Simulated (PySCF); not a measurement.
These 2 structures share the formula C4H11NOSi. Level of theory: PBE0-D3(BJ)/def2-SVP geometry optimisation, gas phase (PySCF). One conformer each; no zero-point energy, no entropy. No frequencies were run at this level. Point groups hold within 0.08 Å.

Question: Order them by energy at this level, lowest first, and give relative energies in kJ/mol.
A. `[NH2:1][CH2:2][C@@H:3]1[CH2:4][O:5][SiH2:6][CH2:7]1` with H–N1–C2–C3 62° and -57°, N1–C2–C3–C4 -60°, C2–C3–C4–O5 -166°, C3–C4–O5–Si6 25°, C4–O5–Si6–C7 -2°, O5–Si6–C7–C3 -20°
B. `[CH3:1][SiH2:2][C:3](=[O:4])[N:5]([CH3:6])[CH3:7]` with C1–Si2–C3–O4 3°, Si2–C3–N5–C6 180°

Answer: A (0.0), B (40.2).

As drawn, the lower has an N–H bond and an Si–O bond, which the higher lacks; the higher has a C=O bond and a C(=O)–N unit, which the lower lacks.

```tsv
SMILES	E (Eh)	E rel (kJ/mol)	dipole (D)	point group	A, B, C (MHz)
NC[C@@H]1CO[SiH2]C1	-577.79477	0.0	0.95	C1	5082, 1294, 1095
C[SiH2]C(=O)N(C)C	-577.77945	40.2	2.76	near Cs	3995, 1349, 1041
```

Question: How do the relative energies change in single points at PBE0/pcSseg-1 (no added dispersion term) on the same geometries?

Answer: 
```csv
SMILES,PBE0-D3(BJ)/def2-SVP (kJ/mol),PBE0/pcSseg-1 (kJ/mol),shift
NC[C@@H]1CO[SiH2]C1,0.0,0.0,0.0
C[SiH2]C(=O)N(C)C,40.2,34.6,-5.6
```

Each column counts from its own lowest isomer. The order is unchanged; the largest shift is 5.6 kJ/mol.
